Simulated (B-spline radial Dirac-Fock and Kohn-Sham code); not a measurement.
Sn⁺ 4d3/2: cross section and angular parameters

System: the Sn⁺ ion in the configuration [Kr] 4d10 5s2 5p1; threshold 41.43 eV (orbital energy of the model). The computed values come from an atomic code on a B-spline grid: Dirac-Hartree-Slater photoionisation with a Latter tail; cross sections with all multipoles, angular parameters from the dipole term and its interference with E2.

For linearly polarised light dσ/dΩ = σ/(4π) [1 + β P₂(cos θ) + (δ + γ cos²θ) sin θ cos φ], with θ from the polarisation vector and φ the angle between the beam and the projection of the electron momentum on the plane normal to the polarisation.

| hν (eV) | σ (kb) | β | γ | δ |
| --- | --- | --- | --- | --- |
| 58.2 | 18000 | 0.398 | -0.008 | 0.002 |
| 58.5 | 17900 | 0.409 | -0.008 | 0.002 |
| 81.4 | 3980 | 1.214 | -0.036 | -0.002 |
| 121 | 185 | 1.559 | -0.219 | 0.025 |
| 130 | 128 | 0.541 | -0.164 | 0.040 |
| 175 | 206 | -0.441 | 0.144 | 0.009 |
| 185 | 230 | -0.259 | 0.140 | 0.004 |
| 196 | 252 | -0.086 | 0.131 | 0.000 |
| 200 | 258 | -0.031 | 0.128 | -0.001 |
| 202 | 261 | -0.004 | 0.126 | -0.002 |
| 235 | 292 | 0.335 | 0.090 | -0.006 |
| 331 | 263 | 0.821 | 0.012 | -0.006 |
| 637 | 105 | 1.242 | -0.014 | 0.012 |
| 800 | 66.5 | 1.304 | 0.028 | 0.020 |
| 887 | 53.1 | 1.322 | 0.057 | 0.023 |
| 1000 | 40.4 | 1.334 | 0.097 | 0.028 |
| 1190 | 26.6 | 1.339 | 0.167 | 0.034 |
| 1486.9 | 15.1 | 1.325 | 0.276 | 0.044 |
| 1750 | 9.76 | 1.303 | 0.366 | 0.052 |
| 2000 | ? | ? | ? | ? |
| 2190 | 5.19 | 1.258 | 0.505 | 0.065 |
| 2380 | 4.07 | 1.238 | 0.560 | 0.071 |
| 3420 | 1.34 | 1.129 | 0.813 | 0.105 |
| 3470 | 1.28 | 1.124 | 0.823 | 0.106 |
| 4000 | 0.809 | 1.075 | 0.925 | 0.124 |
| 4310 | 0.632 | 1.048 | 0.978 | 0.134 |
| 7950 | 0.0750 | 0.810 | 1.395 | 0.254 |
| 9510 | 0.0388 | 0.739 | 1.502 | 0.303 |
| 12000 | 0.0161 | 0.649 | 1.627 | 0.378 |
| 15000 | 0.00679 | 0.565 | 1.726 | 0.463 |

Problem. Give the values at 2000 eV.

Solution. σ = 6.73 kb, β = 1.278, γ = 0.447, δ = 0.059.
